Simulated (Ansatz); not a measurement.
Ansatz (a quantum-chemistry and plane-wave program) input (CCSD(T)/aug-cc-pVDZ):

Ansatz 0.2 input:
```yaml
crystal:
  periodic: [false, false, false]
  atoms:
    - {symbol: Ge, position_ang: [-0.00000000, -0.00000000, -0.34085052]}
    - {symbol: O, position_ang: [0.00000000, 0.00000000, 1.36340210]}
basis:
  gaussian:
    orbitals: aug-cc-pVDZ
total_charge: -1
magnetization: {spin_polarized: true, initial_magnetization: 1}
correlation: {method: ccsd_t, electrons: outside_noble_gas}
output: {forces: true}
```

Output:

```
Functional definition: HF
integrals: 0.05 GiB planned
629 factors; integrals over basis functions are off by at most 1.0e-3 eV
mean field: 0.16 GiB planned
mean field evaluation 1: about -58508.6496 eV, gradient 1.1e1 eV
mean field evaluation 2: about -58508.6517 eV, gradient 1.1e1 eV
mean field evaluation 4: about -58509.6924 eV, gradient 2.3e0 eV
mean field evaluation 8: about -58509.7974 eV, gradient 2.7e-1 eV
mean field evaluation 16: about -58509.8046 eV, gradient 2.7e-6 eV
mean field evaluation 32: about -58509.8046 eV, gradient 1.4e-2 eV
mean field evaluation 64: about -58502.9707 eV, gradient 2.4e1 eV
mean field evaluation 96: about -58509.1660 eV, gradient 4.4e0 eV
mean field evaluation 128: about -58507.6316 eV, gradient 6.1e0 eV
mean field evaluation 160: about -58505.9358 eV, gradient 5.2e0 eV
mean field evaluation 192: about -58507.9006 eV, gradient 1.2e0 eV
mean field evaluation 224: about -58506.7040 eV, gradient 3.7e-2 eV
mean field evaluation 256: about -58506.1767 eV, gradient 3.3e-1 eV
mean field evaluation 288: about -58506.2081 eV, gradient 5.8e-2 eV
mean field evaluation 320: about -58509.7991 eV, gradient 3.2e-1 eV
mean field evaluation 352: about -58508.4120 eV, gradient 1.2e0 eV
mean field evaluation 384: about -58507.8091 eV, gradient 4.5e-3 eV
mean field evaluation 416: about -58507.2137 eV, gradient 3.8e-2 eV
mean field evaluation 448: about -58507.1165 eV, gradient 2.8e-4 eV
mean field evaluation 480: about -58506.2392 eV, gradient 1.8e-3 eV
mean field evaluation 512: about -58508.0364 eV, gradient 5.4e-1 eV
mean field evaluation 544: about -58506.8129 eV, gradient 5.9e-1 eV
mean field evaluation 576: about -58504.8651 eV, gradient 2.0e1 eV
mean field evaluation 608: about -58506.1854 eV, gradient 3.9e-1 eV
mean field evaluation 640: about -58506.2920 eV, gradient 6.8e-2 eV
mean field evaluation 672: about -58507.1165 eV, gradient 6.0e-3 eV
mean field evaluation 704: about -58509.4481 eV, gradient 8.0e0 eV
mean field evaluation 736: about -58506.2383 eV, gradient 5.1e-2 eV
mean field evaluation 768: about -58503.6496 eV, gradient 2.1e1 eV
mean field evaluation 800: about -58507.4644 eV, gradient 7.2e-1 eV
mean field evaluation 832: about -58508.4120 eV, gradient 1.0e0 eV
mean field evaluation 864: about -58508.4532 eV, gradient 6.9e-1 eV
mean field evaluation 896: about -58505.0740 eV, gradient 9.6e-4 eV
mean field evaluation 928: about -58509.8043 eV, gradient 3.5e-2 eV
mean field evaluation 960: about -58507.1165 eV, gradient 2.8e-4 eV
mean field -58509.80463886 eV, -2150.1956611082 hartree, gradient 2.7e-6 eV, S^2 0.766769; 20 other end points of the search recorded, 0 dependent functions left out
determinant -58509.80463886 eV, -2150.1956611082 hartree, with singles and doubles -58518.01789707 eV, -2150.4974927800 hartree
determinant -58508.46398795 eV, -2150.1463930960 hartree, with singles and doubles -58516.73643162 eV, -2150.4503997933 hartree
determinant -58508.05084643 eV, -2150.1312104249 hartree, with singles and doubles -58514.57453045 eV, -2150.3709513907 hartree
determinant -58507.80907772 eV, -2150.1223255888 hartree, with singles and doubles -58516.19311694 eV, -2150.4304333472 hartree
determinant -58507.47309142 eV, -2150.1099783199 hartree, with singles and doubles -58515.77348132 eV, -2150.4150120228 hartree
determinant -58507.21379893 eV, -2150.1004494966 hartree, with singles and doubles -58514.26970613 eV, -2150.3597493037 hartree
determinant -58507.11647618 eV, -2150.0968729517 hartree, with singles and doubles -58514.38024832 eV, -2150.3638116544 hartree
determinant -58506.85939069 eV, -2150.0874252342 hartree, with singles and doubles -58513.79810224 eV, -2150.3424181805 hartree
determinant -58506.70466074 eV, -2150.0817390135 hartree, with singles and doubles -58513.23232315 eV, -2150.3216261823 hartree
15 core orbitals not correlated
reference -58509.80463886 eV, -2150.1956611082 hartree; 6, 5 occupied and 38, 39 virtual orbitals, 629 factors
densities: 0.18 GiB planned
second order -8.20882884 eV of doubles, -0.00000000 eV of singles
coupled cluster: 0.15 GiB planned
cycle   1  -8.21482393 eV  change   -1.6e-3 eV  update   3.2e-3
cycle   2  -8.21423365 eV  change    5.9e-4 eV  update   2.1e-3
cycle   3  -8.21327546 eV  change    9.6e-4 eV  update   1.5e-3
cycle   4  -8.21490511 eV  change   -1.6e-3 eV  update   3.8e-4
cycle   5  -8.21542038 eV  change   -5.2e-4 eV  update   1.9e-4
cycle   6  -8.21530562 eV  change    1.1e-4 eV  update   1.1e-4
cycle   7  -8.21526933 eV  change    3.6e-5 eV  update   6.2e-5
cycle   8  -8.21524740 eV  change    2.2e-5 eV  update   1.7e-5
cycle   9  -8.21525308 eV  change   -5.7e-6 eV  update   9.0e-6
cycle  10  -8.21524685 eV  change    6.2e-6 eV  update   4.6e-6
cycle  11  -8.21525038 eV  change   -3.5e-6 eV  update   2.7e-6
cycle  12  -8.21524956 eV  change    8.2e-7 eV  update   1.7e-6
cycle  13  -8.21524968 eV  change   -1.2e-7 eV  update   4.9e-7
cycle  14  -8.21524985 eV  change   -1.7e-7 eV  update   2.1e-7
coupled cluster: 0.15 GiB planned
perturbative correction -0.41941374 eV, -0.0154131708 hartree
the calculation of the forces begins
Total energy: -58518.43930246 eV, -2150.5129791425 hartree
Atom 0 at    -0.000000    -0.000000    -0.340851 Å, force     0.000000     0.000000    -0.633056 eV/Å
Atom 1 at     0.000000     0.000000     1.363402 Å, force     0.000000     0.000000     0.633056 eV/Å
Dipole moment:     0.000000    -0.000000    -0.374862 e Å
```
